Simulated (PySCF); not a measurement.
Computed shifts of a molecule C2H8AlNO, PySCF with PBE/pcSseg-1, GIAO, gas phase, atoms alike by connectivity averaged where their shifts nearly agree, in ppm (number of nuclei): ¹H: 4.56 (1), 4.39 (1), 4.29 (1), 1.49 (3), 1.10 (1), 0.93 (1). ¹³C: 66.9 (1), 26.2 (1). ¹⁵N: 39.0 (1). References: ¹H against TMS (σ = 31.49 ppm); ¹⁷O against H2O (σ = 334.3 ppm); ¹³C against TMS (σ = 182.0 ppm); ¹⁵N against NH3 (σ = 267.0 ppm), references at their B3LYP-D3(BJ)/def2-TZVP geometries, non-relativistic. Coordinates come from a PBE0-D3(BJ)/def2-SVP optimisation. One conformer was computed; it need not be the lowest.

Task: Which structure fits?
(A) CC[O][AlH][NH2]
(B) C[CH2][Al]([NH2])[OH]
(C) C[NH][Al]([CH3])[OH]
(D) C[O][Al]([CH3])[NH2]

Result: A, CC[O][AlH][NH2]
